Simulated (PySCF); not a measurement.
**From computed data to an observable: oscillator strength and radiative lifetime**

C₃H₆N₂Si, SMILES C1=NCN=C[SiH2]1.

Geometry optimised at B3LYP-D3(BJ)/def2-SVP. The structure was generated by enumeration, and PubChem lists no compound with its InChIKey, so it may never have been made. The values are those of a single conformer.

TDDFT-PBE0/def2-SVPD (PySCF) puts the first singlet state with f over 0.02 at 6.63 eV (vertical), with the transition dipole (0.000, 0.000, -1.030) in atomic units.

Problem. Find the oscillator strength, the wavelength and the radiative lifetime that this transition would have in vacuum if emission retraced absorption.

Solution. 
|μ|² = 1.0609 au, so |μ| = 2.62 D. ΔE = 6.63/27.211 = 0.2436 hartree. f = (2/3) ΔE |μ|² = 0.172 (the program prints 0.172).
λ = 1239.84/6.63 = 187 nm; ν = 53475 cm⁻¹.
Einstein's coefficient A = 0.6670 ν² f s⁻¹ (ν in cm⁻¹) = 3.3e8 s⁻¹, so τ = 1/A = 3.0 ns. This state is S9; the lower singlets have f = 0.000, 0.000, 0.000, 0.000, 0.000, 0.012, 0.006, 0.002. The figure is the radiative limit of this one transition; relaxation, internal conversion, crossing to triplets and a medium change what is measured.
